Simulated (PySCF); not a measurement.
PySCF job for C4H2ClF, SMILES C#C/C(Cl)=C\F, PBE-D3(BJ)/def2-SVP. Geometry: PBE-D3(BJ)/def2-SVP. The structure was generated by enumeration; whether it is a known compound was not checked.

```python
import numpy as np
from pyscf import gto, scf, dft, df
from pyscf.hessian import thermo

mol = gto.M(
    atom='''
    C     2.28156030   -1.09826000    0.00000000
    C     1.18261479   -0.55507197    0.00000000
    C    -0.07761284    0.08940286    0.00000000
    Cl   -0.09549424    1.84430376    0.00000000
    C    -1.27158292   -0.55765002    0.00000000
    F    -1.34101783   -1.88860406    0.00000000
    H     3.24848767   -1.58199167    0.00000000
    H    -2.24580110   -0.04426090    0.00000000
    ''',
    basis='def2-SVP',
    charge=0,
    spin=0,
    max_memory=1600,
    verbose=3,
)
mf = dft.RKS(mol, xc='pbe').density_fit(auxbasis='def2-universal-jkfit')
mf.disp = 'd3bj'
mf.grids.level = 3
mf.conv_tol = 1e-11
mf.max_cycle = 100
mf.kernel()

# [left out here: the lines that compute and print the analytic Hessian (its translational invariance restored by hand, since the grid's response is missing), thermochemistry and intensities]
```

Log of the run:

```
converged SCF energy = -712.761233217331

WARN: DFTD3 does not support analytical Hessian, using finite difference


WARN: Mole.unit (angstrom) is changed to Bohr

Mode                                 0                   1                   2
Irrep
Freq [cm^-1]                      130.9856            234.4212            241.3430
Reduced mass [au]                   5.7122              8.6038              7.2743
Force const [Dyne/A]                0.0577              0.2786              0.2496
Char temp [K]                     188.4591            337.2800            347.2389
Normal mode                   x     y     z       x     y     z       x     y     z
       0   C                -0.10 -0.16  0.00    0.08 -0.08  0.00    0.00 -0.00 -0.09
       1   C                -0.01  0.01 -0.00    0.12  0.01 -0.00    0.00 -0.00  0.15
       2   C                 0.01  0.05 -0.00    0.10 -0.02 -0.00    0.00  0.00  0.17
       3  Cl                -0.03  0.05  0.00   -0.08 -0.01  0.00   -0.00  0.00 -0.05
       4   C                 0.03  0.00 -0.00    0.07  0.03 -0.00    0.00  0.00  0.05
       5   F                 0.12 -0.00  0.00   -0.08  0.05  0.00    0.00  0.00 -0.08
       6   H                -0.17 -0.29  0.00    0.04 -0.15  0.00   -0.00 -0.00 -0.26
       7   H                 0.00 -0.06 -0.00    0.12  0.13  0.00    0.00  0.00 -0.02
Mode                                 3                   4                   5
Irrep
Freq [cm^-1]                      273.8963            415.9140            489.4474
Reduced mass [au]                   3.3780             10.8064             11.3887
Force const [Dyne/A]                0.1493              1.1014              1.6075
Char temp [K]                     394.0758            598.4077            704.2058
Normal mode                   x     y     z       x     y     z       x     y     z
       0   C                -0.00 -0.00  0.08   -0.02 -0.02 -0.00   -0.06  0.01  0.00
       1   C                 0.00  0.00 -0.09    0.06  0.15  0.00    0.03  0.18 -0.00
       2   C                -0.00  0.00  0.00   -0.01  0.00  0.00   -0.02  0.02  0.00
       3  Cl                 0.00  0.00 -0.02    0.03  0.05 -0.00    0.01 -0.11 -0.00
       4   C                 0.00 -0.00  0.18    0.02 -0.10 -0.00   -0.02  0.04 -0.00
       5   F                -0.00 -0.00 -0.09   -0.09 -0.11  0.00    0.02  0.05 -0.00
       6   H                -0.00 -0.00  0.18   -0.08 -0.13 -0.00   -0.13 -0.12 -0.00
       7   H                 0.00 -0.00  0.46    0.03 -0.08 -0.00   -0.01  0.04 -0.00
Mode                                 6                   7                   8
Irrep
Freq [cm^-1]                      565.6219            605.5224            678.3323
Reduced mass [au]                   6.6569              1.2419              1.2799
Force const [Dyne/A]                1.2548              0.2683              0.3470
Char temp [K]                     813.8039            871.2119            975.9691
Normal mode                   x     y     z       x     y     z       x     y     z
       0   C                 0.00 -0.00  0.07    0.00  0.00  0.11   -0.06 -0.12 -0.00
       1   C                -0.00 -0.00 -0.18   -0.00 -0.00  0.01    0.02  0.05  0.00
       2   C                 0.00 -0.00  0.19   -0.00  0.00 -0.07   -0.00 -0.00 -0.00
       3  Cl                -0.00  0.00 -0.01   -0.00 -0.00  0.00    0.00  0.00 -0.00
       4   C                -0.00  0.00 -0.06    0.00  0.00  0.01   -0.00  0.00  0.00
       5   F                 0.00  0.00  0.01    0.00  0.00 -0.00    0.00  0.00 -0.00
       6   H                 0.00  0.00 -0.13    0.00  0.00 -0.88    0.39  0.78  0.00
       7   H                -0.00  0.00 -0.24    0.00  0.00  0.08   -0.00  0.00  0.00
Mode                                 9                  10                  11
Irrep
Freq [cm^-1]                      760.4455            801.8547           1026.6581
Reduced mass [au]                   6.7719              1.4222              6.8658
Force const [Dyne/A]                2.3073              0.5388              4.2638
Char temp [K]                    1094.1118           1153.6903           1477.1324
Normal mode                   x     y     z       x     y     z       x     y     z
       0   C                -0.10  0.05 -0.00    0.00 -0.00 -0.00   -0.08  0.04  0.00
       1   C                -0.10 -0.03  0.00    0.00  0.00  0.01   -0.03  0.04 -0.00
       2   C                 0.08  0.09  0.00   -0.00 -0.00  0.05    0.04 -0.23 -0.00
       3  Cl                -0.00 -0.03 -0.00    0.00  0.00 -0.00    0.00  0.03  0.00
       4   C                 0.18 -0.03 -0.00   -0.00  0.00 -0.15    0.03 -0.05  0.00
       5   F                -0.04 -0.02  0.00    0.00 -0.00  0.02    0.02  0.06 -0.00
       6   H                -0.07  0.12  0.00    0.00 -0.00 -0.00   -0.10  0.02 -0.00
       7   H                 0.23  0.05  0.00   -0.00  0.00  0.82    0.16  0.19 -0.00
Mode                                12                  13                  14
Irrep
Freq [cm^-1]                     1187.0484           1301.7979           1644.8847
Reduced mass [au]                   3.0181              1.6567              8.2767
Force const [Dyne/A]                2.5056              1.6542             13.1940
Char temp [K]                    1707.8984           1872.9973           2366.6229
Normal mode                   x     y     z       x     y     z       x     y     z
       0   C                 0.03 -0.01  0.00   -0.05  0.02  0.00    0.03 -0.01 -0.00
       1   C                 0.01 -0.01 -0.00   -0.01  0.01 -0.00    0.00  0.01  0.00
       2   C                -0.06  0.02  0.00    0.14 -0.05 -0.00   -0.17 -0.07  0.00
       3  Cl                 0.00  0.00 -0.00   -0.00  0.00  0.00    0.00  0.00 -0.00
       4   C                 0.05 -0.16 -0.00   -0.01  0.10  0.00    0.15  0.14  0.00
       5   F                -0.02  0.13 -0.00   -0.02 -0.02 -0.00   -0.01 -0.03 -0.00
       6   H                 0.03 -0.02 -0.00   -0.06  0.03 -0.00    0.04 -0.03  0.00
       7   H                -0.12 -0.51  0.00   -0.39 -0.64  0.00    0.02 -0.20 -0.00
Mode                                15                  16                  17
Irrep
Freq [cm^-1]                     2149.5583           3145.7338           3406.0388
Reduced mass [au]                   6.2793              1.0949              1.1554
Force const [Dyne/A]               17.0945              6.3838              7.8972
Char temp [K]                    3092.7357           4526.0106           4900.5315
Normal mode                   x     y     z       x     y     z       x     y     z
       0   C                 0.14 -0.07 -0.00   -0.00  0.00  0.00    0.09 -0.05 -0.00
       1   C                -0.20  0.10  0.00    0.00 -0.00 -0.00   -0.02  0.01  0.00
       2   C                 0.04 -0.02 -0.00    0.01  0.00 -0.00    0.00 -0.00 -0.00
       3  Cl                 0.00 -0.00 -0.00   -0.00 -0.00  0.00    0.00 -0.00 -0.00
       4   C                -0.00 -0.00 -0.00   -0.08  0.03 -0.00    0.00  0.00 -0.00
       5   F                 0.00 -0.00 -0.00    0.00 -0.00  0.00   -0.00 -0.00  0.00
       6   H                 0.26 -0.13  0.00   -0.00  0.00 -0.00   -0.83  0.41  0.00
       7   H                -0.00 -0.00 -0.00    0.85 -0.43  0.00   -0.00  0.00 -0.00
temperature 298.1500 [K]
pressure 101325.00 [Pa]
Rotational constants [GHz] 3.41142 2.36535 1.39684
Symmetry number 1
Zero-point energy (ZPE) 0.04342 [Eh]   114001.151 [J/mol]
                           tot       elec      trans        rot        vib
Entropy [J/mol/K]       331.470      0.000    166.730    116.092     48.648
Cv [J/mol/K]             87.880      0.000     12.472     12.472     62.936
Cp [J/mol/K]             96.194      0.000     20.786     12.472     62.936
Internal energy [J/mol]                      3718.434   3718.434 122813.663
Internal energy [Eh]   -712.71162  -712.76123
Enthalpy [J/mol]                             6197.391   3718.434 122813.663
Enthalpy [Eh]          -712.71068
Gibbs free energy [J/mol]                  -43513.172 -30894.476 108309.230
Gibbs free energy [Eh] -712.74832
mode   freq/cm-1   IR/(km/mol)
   1      130.99         1.450
   2      234.42         4.287
   3      241.34         1.630
   4      273.90         8.313
   5      415.91         2.466
   6      489.45         1.831
   7      565.62         4.649
   8      605.52        31.699
   9      678.33        27.606
  10      760.45        20.412
  11      801.85        14.460
  12     1026.66       117.706
  13     1187.05       107.217
  14     1301.80         9.004
  15     1644.88        42.131
  16     2149.56         5.336
  17     3145.73         3.349
  18     3406.04        84.316
max |gradient| / (hartree/bohr): 2.40757121860031e-05
APT charges: [-0.2476 -0.0864  0.3436 -0.2636  0.4067 -0.4442  0.2196  0.0718]
```

Self-consistency was reached.
